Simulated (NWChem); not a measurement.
System: LiCl; SMILES [Li][Cl]

Results from NWChem. The geometry was optimised at B3LYP/6-31G* (spherical d).

Problem. Among these, which level gives the highest value of “highest occupied level (eV)”?
A. B3LYP/def2-TZVP
B. B3LYP/def2-SVPD
C. B3LYP/def2-TZVPP
D. B3LYP/def2-SVP

Solution. D, B3LYP/def2-SVP. Values: B3LYP/def2-SVPD -6.91; B3LYP/def2-TZVPP -6.80; B3LYP/def2-TZVP -6.78; B3LYP/def2-SVP -6.37
